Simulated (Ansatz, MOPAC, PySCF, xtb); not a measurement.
Torsion N1–Te2–S3–H6 in H3NSTe (SMILES N[Te]S); at each angle all else is relaxed with GFN2-xTB, and the levels are single points there.
Geometry at 90° (charge 0, multiplicity 1):
```xyz
6

N     -1.43734     0.08272     0.25676
Te     0.06800    -1.02333     1.05366
S      1.86270    -0.45400    -0.43402
H     -1.26163     1.07870     0.27348
H     -1.66571    -0.17971    -0.69271
H      2.34136     0.59964     0.21919
```

On the grid 0° to 330°, 0° is the highest and 90° the lowest point at MP2/CBS(def2-TZVPP, def2-QZVPP) + ΔCCSD(T)/def2-TZVPP.

Rows in 3-21G carry no dispersion term and start afresh at each structure; the Pople sets are all-electron and without relativity. The state reached by PM6 isn't checked.

Run with Ansatz (Gaussian basis) for Hartree–Fock, density functionals and correlated methods; MOPAC for PM6 (differences of heats of formation); PySCF for 3-21G rows; xtb for the GFN methods. Values without a source in brackets are computed. In def2 rows elements past Kr take small-core potentials, without spin–orbit coupling.

**Question.** One of these levels gives 226.3 meV for the energy at 0° less that at 90°. Which?
A. PM6
B. SVWN5/def2-TZVPP
C. GFN-FF
D. HF/3-21G

**Answer.** D, HF/3-21G. The others give 95.0 (GFN-FF), 189.0 (PM6), 391.3 (SVWN5/def2-TZVPP)

Ansatz is an electronic-structure program.
